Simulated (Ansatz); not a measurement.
Basis sets compared for Ga3H5 (the lowest singlet isomer of a short search). Charge 0, multiplicity 1. Geometry r2SCAN-D4/def2-SVP. Ansatz on 4 threads of Arm Neoverse V2 on a shared host; times are rough, and most runs start from earlier orbitals.

```xyz
8

Ga   -0.866    0.532    0.739
Ga    1.309   -0.727    0.403
Ga    0.416    0.354   -1.458
H    -2.241    0.656    1.480
H     0.431    1.334   -2.658
H     2.417   -1.062    1.433
H    -0.241   -1.156    1.044
H    -1.226    0.068   -0.983
```

The structure comes from a short search, and lower isomers may exist.

Binding counts from free atoms (Ga doublet, H doublet) in the same basis, without a counterpoise term.

```json
{"level": "PBE-D4/def2-SVP", "functions": "121", "energy (Eh)": "-5775.9154", "HOMO (eV)": "-5.35", "LUMO (eV)": "-2.31", "binding per atom (eV)": "2.10", "wall time": "1.1 s"}
{"level": "PBE-D4/def2-TZVP (with forces)", "functions": "174", "energy (Eh)": "-5776.6625", "HOMO (eV)": "-5.37", "LUMO (eV)": "-2.33", "binding per atom (eV)": "2.11", "wall time": "2 s"}
{"level": "r2SCAN-D4/def2-TZVP", "functions": "174", "energy (Eh)": "-5777.5100", "HOMO (eV)": "-5.56", "LUMO (eV)": "-2.18", "binding per atom (eV)": "2.18", "wall time": "4.1 s"}
{"level": "PBE0-D4/def2-SVP", "functions": "121", "energy (Eh)": "-5776.0383", "HOMO (eV)": "-6.12", "LUMO (eV)": "-1.60", "binding per atom (eV)": "2.11", "wall time": "1.8 s"}
{"level": "PBE0-D4/def2-TZVP", "functions": "174", "energy (Eh)": "-5776.7813", "HOMO (eV)": "-6.12", "LUMO (eV)": "-1.62", "binding per atom (eV)": "2.11", "wall time": "2.8 s"}
```

(1) Estimate the rows for PBE-D4/def2-TZVPD, r2SCAN-D4/def2-TZVPD, PBE0-D4/def2-TZVPD.

Answers

(1) 
```csv
level,functions,energy (Eh),HOMO (eV),LUMO (eV),binding per atom (eV),wall time
PBE-D4/def2-TZVPD,207,-5776.6637,-5.36,-2.33,2.11,3.1 s
r2SCAN-D4/def2-TZVPD,207,-5777.5113,-5.54,-2.16,2.18,6 s
PBE0-D4/def2-TZVPD,207,-5776.7826,-6.10,-1.62,2.11,4.4 s
```
